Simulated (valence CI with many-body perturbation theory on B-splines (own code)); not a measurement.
Energy levels of W²⁵⁺

Level of theory: relativistic CI+MBPT: three valence electrons over a frozen Dirac-Fock core [Kr] 4d10, a basis of 7 s, 7 p, 7 d, 7 f, 4 g, 2 h functions for each j, with the one-electron correlation potential Σ1, the two-electron term Σ2, the three-electron term Σ3, Breit, model QED; selected CI, second order for the rest, scaled by the run's own slope (own B-spline code, finite nucleus).

No measured levels were compared; by estimate terms of the open shell hold to a few per cent of their energy, and close levels can change places. Excitations out of the core, of the other parity, are not computed and may begin above about 162 eV (a cautious bound); beyond it only levels of the ground parity were kept, without lifetimes.

Levels 91 to 135 of 136, with energies above the lowest level, (4f5/2^3) J=9/2. "Leading %" is the weight of the configuration and term that name the level; weights of strongly mixed levels are sums over their largest components and can fall short. In the jj column 3d3/2^4 stands for four electrons in 3d with j = 3/2.

| No. | Configuration | Term | J | E (cm⁻¹) | Leading % | Leading jj | Second component |
| --- | --- | --- | --- | --- | --- | --- | --- |
| 91 | 4f²5p | ⁴H° | 9/2 | 1450900 | 34 | 4f5/2^2 5p3/2 (93 %) | 30 % 4f²5p ²H° |
| 92 | 4f²5p | ⁴I° | 11/2 | 1462100 | 39 | 4f5/2^2 5p3/2 (82 %) | 22 % 4f²5p ²I° |
| 93 | 4f²5p | ⁴G° | 5/2 | 1463700 | 80 | 4f5/2^2 5p3/2 (96 %) | 14 % 4f²5p ²F° |
| 94 | 4f²5p | ⁴F° | 3/2 | 1471700 | 40 | 4f5/2^2 5p3/2 (87 %) | 32 % 4f²5p ⁴D° |
| 95 | 4f²5p | ⁴D° | 1/2 | 1472500 | 84 | 4f5/2^2 5p3/2 (86 %) | 13 % 4f²5p ²P° |
| 96 | 4f²5p | ⁴G° | 9/2 | 1476300 | 39 | 4f5/2 4f7/2 5p3/2 (99 %) | 32 % 4f²5p ²H° |
| 97 | 4f²5p | ²I° | 11/2 | 1479400 | 36 | 4f5/2 4f7/2 5p3/2 (84 %) | 30 % 4f²5p ⁴H° |
| 98 | 4f²5p | ⁴F° | 5/2 | 1479800 | 49 | 4f5/2^2 5p3/2 (71 %) | 15 % 4f²5p ⁴D° |
| 99 | 4f²5p | ⁴G° | 7/2 | 1480500 | 36 | 4f5/2^2 5p3/2 (79 %) | 26 % 4f²5p ²G° |
| 100 | 4f²5p | ⁴I° | 13/2 | 1483200 | 69 | 4f5/2 4f7/2 5p3/2 (90 %) | 22 % 4f²5p ⁴H° |
| 101 | 4f²5p | ⁴G° | 7/2 | 1488600 | 40 | 4f5/2 4f7/2 5p3/2 (98 %) | 25 % 4f²5p ⁴F° |
| 102 | 4f²5p | ⁴G° | 11/2 | 1488600 | 47 | 4f5/2 4f7/2 5p3/2 (78 %) | 15 % 4f²5p ²I° |
| 103 | 4f²5p | ⁴D° | 3/2 | 1493300 | 53 | 4f5/2 4f7/2 5p3/2 (98 %) | 38 % 4f²5p ²D° |
| 104 | 4f²5p | ²F° | 7/2 | 1493500 | 38 | 4f5/2 4f7/2 5p3/2 (89 %) | 25 % 4f²5p ²G° |
| 105 | 4f²5p | ²G° | 9/2 | 1495200 | 31 | 4f5/2 4f7/2 5p3/2 (96 %) | 31 % 4f²5p ⁴F° |
| 106 | 4f²5p | ²F° | 5/2 | 1496200 | 40 | 4f5/2 4f7/2 5p3/2 (95 %) | 33 % 4f²5p ⁴D° |
| 107 | 4f²5p | ⁴G° | 9/2 | 1498500 | 48 | 4f5/2 4f7/2 5p3/2 (94 %) | 42 % 4f²5p ²G° |
| 108 | 4f²5p | ²F° | 5/2 | 1501400 | 53 | 4f5/2 4f7/2 5p3/2 (87 %) | 15 % 4f²5p ²D° |
| 109 | 4f²5p | ⁴I° | 15/2 | 1503400 | 96 | 4f7/2^2 5p3/2 (68 %) | 4 % 4f²5p ²K° |
| 110 | 4f²5p | ²I° | 13/2 | 1503600 | 55 | 4f7/2^2 5p3/2 (52 %) | 40 % 4f²5p ⁴H° |
| 111 | 4f²5p | ²G° | 7/2 | 1504800 | 43 | 4f5/2 4f7/2 5p3/2 (92 %) | 28 % 4f²5p ⁴F° |
| 112 | 4f²5p | ²H° | 11/2 | 1506700 | 44 | 4f5/2 4f7/2 5p3/2 (59 %) | 43 % 4f²5p ⁴G° |
| 113 | 4f²5p | ²G° | 9/2 | 1514200 | 56 | 4f7/2^2 5p3/2 (84 %) | 17 % 4f²5p ⁴F° |
| 114 | 4f²5p | ²P° | 1/2 | 1519300 | 39 | 4f5/2 4f7/2 5p3/2 (85 %) | 30 % 4f²5p ²S° |
| 115 | 4f²5p | ⁴S° | 3/2 | 1522400 | 34 | 4f5/2 4f7/2 5p3/2 (65 %) | 21 % 4f²5p ⁴P° |
| 116 | 4f²5p | ²H° | 11/2 | 1522600 | 50 | 4f7/2^2 5p3/2 (92 %) | 40 % 4f²5p ⁴G° |
| 117 | 4f²5p | ²F° | 5/2 | 1525500 | 47 | 4f7/2^2 5p3/2 (94 %) | 31 % 4f²5p ²D° |
| 118 | 4f²5p | ²F° | 7/2 | 1527200 | 42 | 4f5/2 4f7/2 5p3/2 (54 %) | 34 % 4f²5p ⁴D° |
| 119 | 4f²5p | ²G° | 9/2 | 1530600 | 57 | 4f7/2^2 5p3/2 (75 %) | 26 % 4f²5p ⁴F° |
| 120 | 4f²5p | ²I° | 13/2 | 1530700 | 61 | 4f5/2 4f7/2 5p3/2 (62 %) | 33 % 4f²5p ²K° |
| 121 | 4f²5p | ²F° | 7/2 | 1531300 | 60 | 4f7/2^2 5p3/2 (62 %) | 16 % 4f²5p ⁴D° |
| 122 | 4f²5p | ²P° | 3/2 | 1535800 | 29 | 4f5/2^2 5p3/2 (45 %) | 25 % 4f²5p ⁴P° |
| 123 | 4f²5p | ²D° | 5/2 | 1537800 | 61 | 4f5/2 4f7/2 5p3/2 (73 %) | 12 % 4f²5p ⁴P° |
| 124 | 4f²5p | ²H° | 11/2 | 1541700 | 51 | 4f5/2 4f7/2 5p3/2 (54 %) | 42 % 4f²5p ²I° |
| 125 | 4f²5p | ²D° | 3/2 | 1545100 | 62 | 4f5/2 4f7/2 5p3/2 (71 %) | 12 % 4f²5p ⁴D° |
| 126 | 4f²5p | ²P° | 1/2 | 1545500 | 44 | 4f7/2^2 5p3/2 (63 %) | 25 % 4f²5p ⁴P° |
| 127 | 4f²5p | ⁴D° | 5/2 | 1545500 | 49 | 4f5/2 4f7/2 5p3/2 (97 %) | 30 % 4f²5p ⁴P° |
| 128 | 4f²5p | ²K° | 15/2 | 1553300 | 96 | 4f5/2 4f7/2 5p3/2 (68 %) | 4 % 4f²5p ⁴I° |
| 129 | 4f²5p | ⁴D° | 7/2 | 1560100 | 59 | 4f7/2^2 5p3/2 (92 %) | 35 % 4f²5p ²F° |
| 130 | 4f²5p | ²H° | 9/2 | 1563700 | 92 | 4f5/2 4f7/2 5p3/2 (63 %) | 5 % 4f²5p ²G° |
| 131 | 4f²5p | ²P° | 1/2 | 1567700 | 84 | 4f5/2 4f7/2 5p3/2 (69 %) | 11 % 4f²5p ⁴D° |
| 132 | 4f²5p | ²D° | 5/2 | 1571600 | 50 | 4f7/2^2 5p3/2 (88 %) | 39 % 4f²5p ⁴P° |
| 133 | 4f²5p | ²P° | 3/2 | 1572900 | 56 | 4f7/2^2 5p3/2 (68 %) | 26 % 4f²5p ²D° |
| 134 | 4f²5p | ²P° | 3/2 | 1636600 | 92 | 4f7/2^2 5p3/2 (82 %) |  |
| 135 | 4f5s² | ²F° | 5/2 | 1877000 | 99 | 4f5/2 5s^2 (99 %) |  |

Where two levels of one J and parity lie close, their mixing, g and order are uncertain.
